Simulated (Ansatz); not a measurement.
C$_{2}$H$_{6}$AlFO, relaxed with RKS PBE-D4/def2-SVP in Ansatz 0.2.0 from a rough embedded geometry. The force threshold is 0.03 eV/Å; the program also tests the step.

Charge 0, multiplicity 1. The bonds changed during the relaxation, so this is another structure than the one it started from.

Start:

```xyz
11

O    -1.868    0.613    1.000
C    -0.832   -0.169    0.432
F    -1.333   -0.767   -0.687
C     0.292    0.668    0.010
Al    1.866   -0.331   -0.764
H    -2.528   -0.036    1.351
H    -0.503   -0.972    1.132
H    -0.014    1.437   -0.716
H     0.690    1.255    0.967
H     1.766   -1.911   -0.618
H     2.465    0.213   -2.107
```

How much energy does the relaxation release, and in how many steps? (An estimate is asked.)

Ansatz gave: 2.05 eV, in 25 steps.

Which bonds change most? (Best estimate.)

Computed: F3–Al5 from 3.229 to 1.727 Å; C2–C4 from 1.464 to 1.365 Å; C4–H9 from 1.191 to 1.100 Å; O1–C2 from 1.417 to 1.336 Å.

Give the relaxed structure. (Best estimate.)

Computed: 
```xyz
11

O    -1.842    0.512    0.309
C    -0.651    0.259    0.860
F    -0.729   -1.500   -1.102
C     0.447    1.031    0.611
Al    0.822   -0.744   -1.016
H    -2.246   -0.353    0.075
H    -0.573   -0.635    1.512
H     0.359    1.932   -0.016
H     1.363    0.879    1.202
H     1.889   -1.614   -0.200
H     1.160    0.233   -2.236
```
